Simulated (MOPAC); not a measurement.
A run for MOPAC: PM6 on CH3NO (SMILES C=NO).

```
PM6 1SCF PRECISE CHARGE=0 THREADS=1
CH3NO

C     -0.87391140 1     0.08681031 1     0.06323958 1
N      0.19656121 1    -0.58638403 1     0.09102409 1
O      1.31652879 1     0.21293997 1    -0.15784912 1
H     -1.79227189 1    -0.45533007 1     0.24633377 1
H     -0.89345687 1     1.15678450 1    -0.13278163 1
H      2.04655015 1    -0.41482069 1    -0.10746189 1
```

Output:

```
*******************************************************************************
 **                                                                           **
 **                              MOPAC v23.2.5                                **
 **                                                                           **
 *******************************************************************************
 ** MOPAC's Digital Object Identifier: https://doi.org/10.5281/zenodo.6511958 **
 **                                                                           **
 ** Please cite the open-source release paper for use of this MOPAC version:  **
 ** J. E. Moussa and J. J. P. Stewart (2026)                                  **
 ** MOPAC: An open-source semiempirical molecular orbital program             **
 ** J. Open Source Softw., 11(119), 8025, https://doi.org/10.21105/joss.08025 **
 *******************************************************************************

                              PM6 CALCULATION RESULTS

 *******************************************************************************
 *  PM6        - The PM6 Hamiltonian to be used
 *
 *
 *
 *                 CHARGE ON SYSTEM = 0
 *
 *
 *
 *  PRECISE    - TIGHTER CRITERIA TO BE USED
 *  1SCF       - DO 1 SCF AND THEN STOP
 *  THREADS=1  - MULTI-THREADING NOT USED
 *  T=         - A TIME OF 172800.0 SECONDS REQUESTED
 *  DUMP=N     - RESTART FILE WRITTEN EVERY 7200.0 SECONDS REQUESTED
 *******************************************************************************
PM6 1SCF PRECISE CHARGE=0 THREADS=1
 CH3NO

   ATOM   CHEMICAL          X               Y               Z
  NUMBER   SYMBOL      (ANGSTROMS)     (ANGSTROMS)     (ANGSTROMS)

     1       C         -0.87391140  *   0.08681031  *   0.06323958  *
     2       N          0.19656121  *  -0.58638403  *   0.09102409  *
     3       O          1.31652879  *   0.21293997  *  -0.15784912  *
     4       H         -1.79227189  *  -0.45533007  *   0.24633377  *
     5       H         -0.89345687  *   1.15678450  *  -0.13278163  *
     6       H          2.04655015  *  -0.41482069  *  -0.10746189  *



          CARTESIAN COORDINATES

    NO.       ATOM           X           Y           Z

     1         C         -0.8739      0.0868      0.0632
     2         N          0.1966     -0.5864      0.0910
     3         O          1.3165      0.2129     -0.1578
     4         H         -1.7923     -0.4553      0.2463
     5         H         -0.8935      1.1568     -0.1328
     6         H          2.0466     -0.4148     -0.1075

 General Reference for PM6:
 "Optimization of Parameters for Semiempirical Methods V: Modification of NDDO Approximations
 and Application to 70 Elements", J. J. P. Stewart, J. Mol. Mod., 13, 1173-1213 (2007)
 URL: https://link.springer.com/article/10.1007/s00894-007-0233-4

           Empirical Formula: C H3 N O  =     6 atoms



      MOLECULAR POINT GROUP   :   Cs


      RHF CALCULATION, NO. OF DOUBLY OCCUPIED LEVELS = 9


 -------------------------------------------------------------------------------
 PM6 1SCF PRECISE CHARGE=0 THREADS=1
 CH3NO



     1SCF WAS SPECIFIED, SO BFGS WAS NOT USED
     SCF FIELD WAS ACHIEVED


                              PM6 CALCULATION
                                                       MOPAC v23.2.5 Linux




          FINAL HEAT OF FORMATION =          4.29629 KCAL/MOL =      17.97568 KJ/MOL


          COSMO AREA              =         77.69 SQUARE ANGSTROMS
          COSMO VOLUME            =         58.77 CUBIC ANGSTROMS

          IONIZATION POTENTIAL    =         10.669406 EV
          HOMO LUMO ENERGIES (EV) =        -10.669  0.553
          NO. OF FILLED LEVELS    =          9
          MOLECULAR WEIGHT        =         45.0408         POINT GROUP:  Cs

          MOLECULAR DIMENSIONS (Angstroms)

            Atom       Atom       Distance
            H     6    H     4     3.85530
            H     5    N     2     1.78373
            O     3    H     4     0.00023


          SCF CALCULATIONS        =          1





   ATOM   CHEMICAL          X               Y               Z
  NUMBER   SYMBOL      (ANGSTROMS)     (ANGSTROMS)     (ANGSTROMS)

     1       C         -0.87391140  *   0.08681031  *   0.06323958  *
     2       N          0.19656121  *  -0.58638403  *   0.09102409  *
     3       O          1.31652879  *   0.21293997  *  -0.15784912  *
     4       H         -1.79227189  *  -0.45533007  *   0.24633377  *
     5       H         -0.89345687  *   1.15678450  *  -0.13278163  *
     6       H          2.04655015  *  -0.41482069  *  -0.10746189  *

                             CARTESIAN COORDINATES

   1    C       -0.873911400     0.086810310     0.063239580
   2    N        0.196561210    -0.586384030     0.091024090
   3    O        1.316528790     0.212939970    -0.157849120
   4    H       -1.792271890    -0.455330070     0.246333770
   5    H       -0.893456870     1.156784500    -0.132781630
   6    H        2.046550150    -0.414820690    -0.107461890


           Empirical Formula: C H3 N O  =     6 atoms



      MOLECULAR POINT GROUP   :   Cs


                  EIGENVALUES
 -32.08963 -29.38516 -21.77879 -18.59655 -16.50449 -14.69727 -14.64825 -10.90809
 -10.66941   0.55277   1.56658   4.65600   5.10457   5.33116   5.60955


              NET ATOMIC CHARGES AND DIPOLE CONTRIBUTIONS

  ATOM NO.   TYPE          CHARGE      No. of ELECS.   s-Pop       p-Pop
    1          C          -0.255487        4.2555     1.12942     3.12607
    2          N          -0.032320        5.0323     1.74251     3.28981
    3          O          -0.397060        6.3971     1.86198     4.53508
    4          H           0.193737        0.8063     0.80626
    5          H           0.178233        0.8218     0.82177
    6          H           0.312898        0.6871     0.68710
 DIPOLE           X         Y         Z       TOTAL
 POINT-CHG.    -0.826    -0.478     0.163     0.968
 HYBRID         0.225     0.746    -0.158     0.795
 SUM           -0.601     0.268     0.005     0.658


          ATOMIC ORBITAL ELECTRON POPULATIONS

     Atom    s        px        py        pz
    1  C   1.12942   1.02168   1.10197   1.00242
    2  N   1.74251   0.96613   1.23932   1.08436
    3  O   1.86198   1.25383   1.38926   1.89199
    4  H   0.80626
    5  H   0.82177
    6  H   0.68710

 **********************
 *                    *
 * JOB ENDED NORMALLY *
 *                    *
 **********************




 == MOPAC DONE ==
```

The run finished.

Cost: about 0.010 core-seconds (a rough figure).
